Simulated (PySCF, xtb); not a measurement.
Si(F)(Cl)(vinyl)(NH2) (C2H5ClFNSi), SMILES [Si](N)(F)(C=C)Cl. Other conformers were not sampled.

Harmonic wavenumbers (cm⁻¹) from GFN2-xTB in xtb at its own minimum, in rising order: 41, 120, 130, 164, 188, 216, 242, 360, 389, 474, 528, 702, 776, 817, 927, 945, 1019, 1030, 1277, 1414, 1498, 1674, 3037, 3085, 3115, 3487, 3530.

Question: What does PySCF with B3LYP-D3(BJ)/def2-SVP give at its own minimum? (An estimate is asked for; the answer gives what the named calculation found.)

Answer: 82, 151, 174, 197, 268, 291, 311, 381, 404, 510, 570, 699, 834, 858, 934, 1007, 1014, 1040, 1277, 1418, 1530, 1670, 3119, 3145, 3214, 3575, 3672. Paired by order, the mean absolute difference is 44 cm⁻¹ and the zero-point energies are 44.6 and 46.2 kcal/mol.
